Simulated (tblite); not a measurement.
Input of a run (GFN2-xTB geometry optimisation, gas phase (tblite 0.8.0)), started from a force field or distance geometry:
```
{"job": {"kind": "relax", "xc": "GFN2-xTB", "basis": "xTB"}, "charge": 1, "multiplicity": 2}
C      2.488900    -0.176500    -0.958900
C      2.641800    -0.100100     0.320600
C      1.519300     0.066400     1.205100
S      1.755000     0.309000     2.800800
C      0.139900     0.055100     0.768900
C     -1.011600     0.055900     0.372500
C     -2.363600     0.049300    -0.103700
N     -2.716400    -0.516300    -1.198700
H      2.622400    -0.261200    -2.007200
H     -3.107900     0.548400     0.527300
H     -1.962300    -0.987500    -1.752700
```

Output (eV, eV/Å):
```
step      E/eV     max force
  0    -539.19956    6.661
  1    -539.22757   11.885
  2    -539.76331    2.724
  3    -539.91106    2.195
  4    -540.13299    2.767
  5    -540.20703    2.740
  6    -540.24206    1.736
  7    -540.27470    0.874
  8    -540.31095    0.758
  9    -540.36610    1.079
 10    -540.40358    0.675
 11    -540.42002    0.451
 12    -540.44000    0.542
 13    -540.45363    0.708
 14    -540.46926    0.476
 15    -540.48023    0.297
 16    -540.49075    0.418
 17    -540.50091    0.579
 18    -540.50916    0.400
 19    -540.51351    0.210
 20    -540.51554    0.157
 21    -540.51757    0.202
 22    -540.52161    0.277
 23    -540.52639    0.307
 24    -540.53093    0.227
 25    -540.53466    0.213
 26    -540.53862    0.239
 27    -540.54258    0.245
 28    -540.54569    0.175
 29    -540.54830    0.219
 30    -540.55148    0.566
 31    -540.55529    0.424
 32    -540.56024    0.288
 33    -540.56445    0.150
 34    -540.56603    0.238
 35    -540.56811    0.170
 36    -540.56981    0.148
 37    -540.57096    0.150
 38    -540.57240    0.178
 39    -540.57455    0.261
 40    -540.57725    0.242
 41    -540.57967    0.130
 42    -540.58138    0.142
 43    -540.58325    0.223
 44    -540.58625    0.308
 45    -540.59015    0.351
 46    -540.59360    0.293
 47    -540.59577    0.131
 48    -540.59681    0.123
 49    -540.59777    0.132
 50    -540.59945    0.104
 51    -540.60130    0.128
 52    -540.60309    0.163
 53    -540.60437    0.100
 54    -540.60511    0.087
 55    -540.60554    0.085
 56    -540.60582    0.071
 57    -540.60619    0.060
 58    -540.60659    0.109
 59    -540.60699    0.080
 60    -540.60739    0.106
 61    -540.60779    0.102
 62    -540.60831    0.054
 63    -540.60866    0.046
 64    -540.60892    0.064
 65    -540.60909    0.060
 66    -540.60934    0.053
 67    -540.60972    0.059
 68    -540.61020    0.058
 69    -540.61054    0.044
 70    -540.61070    0.038
 71    -540.61080    0.033
 72    -540.61093    0.041
 73    -540.61109    0.043
 74    -540.61124    0.032
 75    -540.61133    0.023
 76    -540.61138    0.019
 77    -540.61142    0.023
 78    -540.61147    0.020
 79    -540.61153    0.030
 80    -540.61160    0.032
 81    -540.61169    0.029
 82    -540.61176    0.027
 83    -540.61181    0.018
 84    -540.61185    0.030
 85    -540.61191    0.039
 86    -540.61204    0.053
 87    -540.61238    0.089
 88    -540.61321    0.134
 89    -540.61417    0.182
 90    -540.61587    0.277
 91    -540.61882    0.168
 92    -540.62103    0.214
 93    -540.62189    0.124
 94    -540.62309    0.133
 95    -540.62356    0.240
 96    -540.61884    0.568
 97    -540.62522    0.077
 98    -540.62591    0.077
 99    -540.62474    0.397
100    -540.62747    0.091
101    -540.62815    0.075
102    -540.62601    0.401
103    -540.62939    0.051
104    -540.63000    0.061
105    -540.62654    0.512
106    -540.63100    0.040
107    -540.63152    0.040
108    -540.62829    0.376
109    -540.63226    0.065
110    -540.63269    0.041
111    -540.63014    0.375
112    -540.63332    0.040
113    -540.63368    0.041
114    -540.63229    0.286
115    -540.63427    0.031
116    -540.63455    0.042
117    -540.63457    0.149
118    -540.63503    0.071
119    -540.63517    0.045
120    -540.63536    0.087
121    -540.63551    0.022
122    -540.63559    0.014
123    -540.63572    0.080
124    -540.63579    0.042
125    -540.63585    0.039
126    -540.63590    0.015
127    -540.63591    0.013
128    -540.63592    0.006
```

Task: Summarise the run.

Result: The energy falls by 138.6 kJ/mol over 128 L-BFGS steps, the largest force on an atom goes from 6.66 to 0.006 eV/Å, and the atoms move by 0.864 Å rms after alignment. The bond that changes most is C1=C2 (ends: carbon bonded to C and H; carbon bonded to 2 C), which shortens by 0.085 Å. Bonds longer at the end by more than 0.005 Å: 1 of 10; shorter: 8. Among the angles that change most is C1–C2–C3, from 121.6° to 179.1°. The energy rose by more than 1e-5 eV at steps 96, 99, 102, 105, 108, 111 and 114. The first step brought 2 % of the lowering.

Task: What are the final bond lengths?

Result: C1=C2 1.206 Å, C2–C3 1.399 Å, C3=S4 1.648 Å, C3–C5 1.404 Å, C5≡C6 1.212 Å, C6–C7 1.420 Å, C7=N8 1.242 Å, C1–H9 1.054 Å, C7–H10 1.092 Å, N8–H11 1.013 Å. Numbering counts from 1 in the input's order; the species is `[H]/N=C\C#CC(=S)[C]=[CH+]` [radical].

Hardware: Arm Neoverse V2, one thread, shared host with 96 logical CPUs at a one-minute load of 48. Cost: 0.68 s wall.

Its GFN2-xTB frequencies are all real (lowest 38 cm⁻¹).

These are computed values.
